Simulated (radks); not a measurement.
The numbers below are computed, except where a source is named.
Question: Species: the tin ion Sn2+. Configuration: [Kr] 4d9 5s2 5p1 (not the ground configuration). Level of theory: scalar-relativistic Kohn-Sham, BLYP, spin-polarised, spherical densities, finite nucleus; open shells are filled with parallel spins first (spin-orbit coupling, left out, can overturn this in heavy ions); Fermi nuclear charge, rms radius 4.6519 fm (a radial shooting solver on a logarithmic mesh with Libxc functionals). Some entries of the table are withheld. Estimate them.

| orbital | occ. | eigenvalue (hartree) | <1/r> (bohr^-1) | r(max) (bohr) |
|---|---|---|---|---|
| 1s up | 1 | -1067.308 | 53.08 | 0.01878 |
| 1s down | 1 | -1067.306 | 53.08 | 0.01878 |
| 2s up | 1 | -161.9519 | 12.11 | 0.1061 |
| 2s down | 1 | -161.9415 | 12.11 | 0.1061 |
| 2p up | 3 | -145.5014 | 11.65 | 0.08493 |
| 2p down | 3 | -145.4928 | 11.65 | 0.08493 |
| 3s up | 1 | -32.00867 | 4.301 | 0.3075 |
| 3s down | 1 | -32.00277 | 4.301 | 0.3076 |
| 3p up | 3 | -26.63405 | 4.095 | 0.3009 |
| 3p down | 3 | -26.62735 | 4.095 | 0.3009 |
| 3d up | 5 | -18.35720 | 3.866 | 0.2509 |
| 3d down | 5 | -18.34744 | 3.866 | 0.2509 |
| 4s up | 1 | -5.84624 | 1.705 | 0.7440 |
| 4s down | 1 | -5.80968 | 1.705 | 0.7438 |
| 4p up | 3 | -4.21056 | 1.552 | (1) |
| 4p down | 3 | -4.17383 | 1.552 | (2) |
| 4d up | 5 | -1.83035 | 1.251 | 0.8770 |
| 4d down | 4 | -1.79409 | 1.251 | 0.8771 |
| 5s up | 1 | -1.07095 | (3) | 1.889 |
| 5s down | 1 | -1.03653 | (4) | 1.887 |
| 5p up | 1 | -0.74012 | 0.5040 | 2.213 |
| 5p down | 0 | -0.70836 | 0.4988 | 2.219 |

Answer: 
(1) 4p up r(max) (bohr): 0.7857
(2) 4p down r(max) (bohr): 0.7855
(3) 5s up <1/r> (bohr^-1): 0.6071
(4) 5s down <1/r> (bohr^-1): 0.6059
